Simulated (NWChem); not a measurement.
System: HgBr2; SMILES [Hg]([Br])[Br]

Here is an NWChem input.

```
start job
memory heap 200 mb stack 900 mb global 1100 mb
geometry units angstroms noautoz
  Hg     0.000000     0.000000     0.000000
  Br     0.000000     0.000000     2.413634
  Br     0.000000     0.000000    -2.413634
end
basis spherical
  * library def2-svp
end
ecp
  Hg library def2-ecp
end
dft
  xc xtpss03 ctpss03
  iterations 150
  grid coarse
end
task dft gradient
```

Excerpt of the output:

```
             Northwest Computational Chemistry Package (NWChem) 7.3.0
             --------------------------------------------------------

 ORDER OF PRIMARY AXIS IS BEING SET TO 4
 D4H symmetry detected

                             Geometry "geometry" -> ""
                             -------------------------

 Output coordinates in angstroms (scale by  1.889725989 to convert to a.u.)

  No.       Tag          Charge          X              Y              Z
 ---- ---------------- ---------- -------------- -------------- --------------
    1 Hg                  80.0000     0.00000000     0.00000000     0.00000000
    2 Br                  35.0000     0.00000000     0.00000000     2.41363400
    3 Br                  35.0000     0.00000000     0.00000000    -2.41363400

 Effective nuclear repulsion energy (a.u.)    1362.0597238068

      Symmetry information
      --------------------

 Group name             D4h
 Group number             28
 Group order              16
 No. of unique centers     2

                                 NWChem DFT Module
                                 -----------------

 Summary of "ao basis" -> "ao basis" (spherical)
 ------------------------------------------------------------------------------
       Tag                 Description            Shells   Functions and Types
 ---------------- ------------------------------  ------  ---------------------
 Hg                         def2-svp                12       32   6s3p2d1f
 Br                         def2-svp                12       32   5s4p3d

      Symmetry analysis of basis
      --------------------------

        a1g        20
        a1u         0
        a2g         0
        a2u        16
        b1g         5
        b1u         4
        b2g         5
        b2u         4
        eg         18
        eu         24

            General Information
            -------------------
          SCF calculation type: DFT
          Wavefunction type:  closed shell.
          No. of atoms     :     3
          No. of electrons :    90
           Alpha electrons :    45
            Beta electrons :    45
          Charge           :     0
          Spin multiplicity:     1
          Use of symmetry is: on ; symmetry adaption is: on
          Maximum number of iterations: 150
          AO basis - number of functions:    96
                     number of shells:    36
          Convergence on energy requested:  1.00D-06
          Convergence on density requested:  1.00D-05
          Convergence on gradient requested:  5.00D-04

              XC Information
              --------------
                  TPSS metaGGA Exchange Functional  1.000
             TPSS03 metaGGA Correlation Functional  1.000

             Grid Information
             ----------------
          Grid used for XC integration:  coarse
          Radial quadrature: Mura-Knowles
          Angular quadrature: Lebedev.
          Tag              B.-S. Rad. Rad. Pts. Rad. Cut. Ang. Pts.
          ---              ---------- --------- --------- ---------
          Hg                  1.50      104           8.0       302
          Br                  1.15       95          11.0       302
          Grid pruning is: on
          Number of quadrature shells:   199
          Spatial weights used:  Erf1

      Superposition of Atomic Density Guess
      -------------------------------------

 Sum of atomic energies:       -5318.31650801

      Non-variational initial energy
      ------------------------------

 Total energy =   -5297.067143
 1-e energy   =   -8315.441113
 2-e energy   =    2577.143356
 HOMO         =      -0.372450
 LUMO         =      -0.060616

      Symmetry analysis of molecular orbitals - initial
      -------------------------------------------------

 !! scf_movecs_sym_adapt:   18 vectors were symmetry contaminated

  Symmetry fudging

 !! scf_movecs_sym_adapt:    6 vectors were symmetry contaminated

  Numbering of irreducible representations:

     1 a1g         2 a1u         3 a2g         4 a2u         5 b1g
     6 b1u         7 b2g         8 b2u         9 eg         10 eu

  Orbital symmetries:

     1 a2u         2 a1g         3 a1g         4 a2u         5 a2u
     6 a1g         7 eu          8 eu          9 eg         10 eg
    11 a1g        12 a2u        13 a1g        14 a2u        15 eg
    16 eg         17 eu         18 eu         19 a1g        20 a2u
    21 a1g        22 eg         23 eg         24 eu         25 eu
    26 b1g        27 b2g        28 b2u        29 b1u        30 a2u
    31 eu         32 eu         33 a1g        34 a2u        35 a1g
    36 eg         37 eg         38 b1g        39 b2g        40 a1g
    41 a2u        42 eu         43 eu         44 eg         45 eg
    46 a1g        47 eu         48 eu         49 a2u        50 a1g
    51 a1g        52 eg         53 eg         54 a2u        55 b1g

   convergence    iter        energy       DeltaE   RMS-Dens  Diis-err
 ---------------- ----- ----------------- --------- --------- ---------
 d= 0,ls=0.0,diis     1  -5300.9610558242 -5.74D+03  2.36D-02  7.23D-01
 d= 0,ls=0.0,diis     2  -5300.8969590352  6.41D-02  1.49D-02  1.05D+00
 d= 0,ls=0.0,diis     3  -5301.0202976638 -1.23D-01  3.58D-03  7.59D-02
 d= 0,ls=0.0,diis     4  -5301.0307237713 -1.04D-02  5.05D-04  3.24D-03
 d= 0,ls=0.0,diis     5  -5301.0310065196 -2.83D-04  1.19D-04  9.24D-05
  Resetting Diis
 d= 0,ls=0.0,diis     6  -5301.0310172401 -1.07D-05  2.65D-05  2.65D-06
 d= 0,ls=0.0,diis     7  -5301.0310177275 -4.87D-07  5.44D-06  1.27D-07

[...]

                         DFT ENERGY GRADIENTS

    atom               coordinates                        gradient
                 x          y          z           x          y          z
   1 Hg      0.000000   0.000000   0.000000    0.000000   0.000000   0.000000
   2 Br      0.000000   0.000000   4.561107    0.000000   0.000000  -0.005451
   3 Br      0.000000   0.000000  -4.561107   -0.000000  -0.000000   0.005451
```

Level: TPSS/def2-SVP with def2 effective core potentials on Hg. Coordinates come from a PBE0/def2-SVP optimisation. def2 effective core potentials on Hg; no spin-orbit coupling.
